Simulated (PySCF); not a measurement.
Simulation results for CH$_{6}$B$_{2}$Si

All values are calculated (PySCF 2.14.0). Calculation on a computer-drawn molecule: optimised geometry and harmonic frequencies of an isolated molecule of the commonest isotopes, restricted reference for singlets and unrestricted otherwise, frozen core in MP2.

Entry: CH$_{6}$B$_{2}$Si

Start structure:
```xyz
10
CH6B2Si
C     -0.2662    -2.5038    -0.5157
B      0.2574    -1.2024    -0.1859
B      0.7309     0.1840     0.3103
Si    -0.2319     1.1014     1.7781
H      0.1791    -3.0994    -1.2817
H     -1.0941    -3.0018    -0.0854
H      1.6355     0.8066    -0.0601
H     -1.4933     0.4015     2.3178
H     -0.8658     2.3789     1.3521
H      0.5298     1.3962     2.8954
```

It was run with charge 0, multiplicity 1, method HF and basis cc-pV(D+d)Z.

Drawn bonds:
```
atom  other atom  order
   1           2      2
   2           3      1
   3           4      1
   1           5      1
   1           6      1
   3           7      1
   4           8      1
   4           9      1
   4          10      1
```

## Withheld values
1. What rotational constants does the calculation give for CH$_{6}$B$_{2}$Si?
2. Give the missing total energy for CH$_{6}$B$_{2}$Si.

Calculated values
1. 20.62, 2.113, 1.96 GHz
2. -379.5853 hartree

Further results for CH$_{6}$B$_{2}$Si:

- convergence status largest gradient component: 2.78e-05 hartree/bohr

Optimised structure:
```xyz
10
CH6B2Si
C     -0.2287    -2.5641    -0.5904
B      0.1901    -1.3055    -0.1601
B      0.6476     0.1770     0.3795
Si    -0.3316     1.1940     1.8551
H      0.2846    -3.1106    -1.3748
H     -1.0924    -3.0615    -0.1606
H      1.6066     0.7089    -0.1093
H     -1.4910     0.4576     2.4152
H     -0.8205     2.4855     1.3087
H      0.6167     1.4798     2.9617
```

Modes:
```
frequency (cm⁻¹)  reduced mass (dalton)
           67.36                  1.143
           96.75                  3.188
           235.3                  2.573
           321.4                  2.162
           363.2                  1.154
           504.4                  1.961
           562.7                  1.099
           634.7                  1.628
           776.6                  1.706
           805.2                  1.604
           834.1                  2.605
           902.3                  1.322
           984.9                  1.128
            1015                  1.117
            1035                  1.036
            1042                  1.597
            1413                  1.223
            1683                  4.944
            2290                   1.05
            2292                  1.044
            2302                  1.026
            2705                  1.091
            3297                  1.063
            3378                  1.109
```
